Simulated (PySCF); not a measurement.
FGa, triplet, geometry from GFN2-xTB (such geometries of metal compounds can be far from the true shape) (the spin is typed, not shown lowest).

Input for PySCF:
```python
from pyscf import gto, scf, dft

mol = gto.Mole()
mol.atom = '''
    Ga   -0.00000000   -0.00000000   -0.43599882
    F     0.00000000    0.00000000    1.50177370
'''
mol.basis = 'def2-sv(p)'
mol.spin = 2
mol.verbose = 3
mol.build()

mf = dft.UKS(mol)
mf.xc = 'm062x'
mf.kernel()
mf.analyze()
```

Task: What does this run give for the nuclear repulsion energy, number of basis functions, HOMO energy, <S^2>, total energy?

Result: 
```
Item                               Value
-------------------------  -------------
nuclear repulsion energy      76.1908 Eh
number of basis functions             46
HOMO energy                     -5.10 eV
<S^2>                              2.008
total energy               -2024.2341 Eh
```

These values belong to the state on which the SCF converged, which isn't shown to be the lowest.
